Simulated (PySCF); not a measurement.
BH3N, SMILES [BH]N (connectivity only; charge and spin as stated), charge +1, multiplicity 1. Coordinates come from a TPSSh-D3(BJ)/def2-TZVP optimisation. The spin state was assumed, not searched. The isomer is the one that the SMILES or the coordinates give; other isomers of the formula were not compared.

Level of theory: TPSSh-D3(BJ)/def2-TZVP in PySCF.

Harmonic wavenumbers (cm⁻¹): 573, 671, 749, 928, 1456, 1607, 2885, 3440, 3505. Rotational constants (GHz): 344.6, 30.02, 27.61; symmetry number 2.

Question: Work out the zero-point energy and the ideal-gas rigid-rotor harmonic-oscillator thermochemistry at 298.15 K and 1 atm.

Answer: ZPE = ½ Σ hcν = ½ × 15813 cm⁻¹ = 22.61 kcal/mol. H − E(el) = 25.26 kcal/mol. Entropy in cal/(mol K): translation 35.91, rotation 16.29, vibration 1.24, total 53.44. G − E(el) = 9.33 kcal/mol. Cp = 11.27 cal/(mol K).
